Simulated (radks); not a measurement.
Results of a calculation; reference values are marked as such.
Ionisation of neutral helium, [He], to He+, 1s1, under several functionals. Dirac Kohn-Sham, spin-unpolarised, spherical densities, point nucleus; a radial shooting solver on a logarithmic mesh with Libxc functionals.

[
 {"functional": "AM05", "E(He) (hartree)": "-2.85269", "Exc (hartree)": "-0.99620", "IE (eV)": "26.497", "-e(HOMO) (eV)": "15.432", "<r> HOMO (bohr)": "0.9539", "IE error (eV)": "+1.910"},
 {"functional": "SOGGA", "E(He) (hartree)": "-2.84521", "Exc (hartree)": "-0.99069", "IE (eV)": "26.433", "-e(HOMO) (eV)": "15.351", "<r> HOMO (bohr)": "0.9526", "IE error (eV)": "+1.846"},
 {"functional": "PW91", "E(He) (hartree)": "-2.90014", "Exc (hartree)": "-1.05453", "IE (eV)": "27.082", "-e(HOMO) (eV)": "15.872", "<r> HOMO (bohr)": "0.9450", "IE error (eV)": "+2.494"},
 {"functional": "PBEsol", "E(He) (hartree)": "-2.85786", "Exc (hartree)": "-1.00435", "IE (eV)": "26.594", "-e(HOMO) (eV)": "15.499", "<r> HOMO (bohr)": "0.9512", "IE error (eV)": "+2.006"},
 {"functional": "Wu-Cohen GGA", "E(He) (hartree)": "-2.87157", "Exc (hartree)": "-1.02177", "IE (eV)": "26.751", "-e(HOMO) (eV)": "15.612", "<r> HOMO (bohr)": "0.9476", "IE error (eV)": "+2.164"},
 {"functional": "LDA (Slater exchange, Perdew-Zunger correlation)", "E(He) (hartree)": "-2.83442", "Exc (hartree)": "-0.97250", "IE (eV)": "26.485", "-e(HOMO) (eV)": "15.517", "<r> HOMO (bohr)": "0.9595", "IE error (eV)": "+1.898"},
 {"functional": "LDA (Slater exchange, VWN5 correlation)", "E(He) (hartree)": "-2.83497", "Exc (hartree)": "-0.97337", "IE (eV)": "26.494", "-e(HOMO) (eV)": "15.522", "<r> HOMO (bohr)": "0.9592", "IE error (eV)": "+1.907"},
 {"functional": "HCTH/407", "E(He) (hartree)": "-2.92235", "Exc (hartree)": "-1.07872", "IE (eV)": "27.281", "-e(HOMO) (eV)": "16.063", "<r> HOMO (bohr)": "0.9427", "IE error (eV)": "+2.694"}
]

NIST Atomic Spectra Database: 24.587 eV (measured). Closest: SOGGA. The Delta-SCF values span 0.85 eV, the total energies 0.09 hartree. The highest occupied level is 1s1/2. Spin polarisation and multiplet splitting are left out, so open shells lie too high by an amount that depends on their filling.

Beside tabulated values, note that spin-unpolarised runs miss the spin-polarisation part of the exchange energy of open shells.
